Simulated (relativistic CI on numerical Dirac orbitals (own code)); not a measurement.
Crystal-field levels of Os7+, 5d

Calculated by Dirac-Coulomb-Breit CI, orbitals from a KLI potential per configuration, model QED, valence Slater integrals scaled by 0.85, one configuration in a parametric crystal field (own radial code).

Field parameters in Wybourne normalisation: Oh B⁴₀ = 21Dq, B⁴₄ = √(5/14) B⁴₀. The field is a parameter set, without covalency.

S is read from ⟨S²⟩ = S(S + 1).

Levels (cm⁻¹, degeneracy): 0 (4), 8628 (2), 43814 (4).

(1) Which field gives this pattern?
A. Oh, 10Dq = 39400 cm⁻¹
B. Oh, 10Dq = 19650 cm⁻¹
C. Oh, 10Dq = 40450 cm⁻¹
D. Oh, 10Dq = 41400 cm⁻¹

Answers

(1) A. Oh, 10Dq = 39400 cm⁻¹, ground level with S = 0.50.
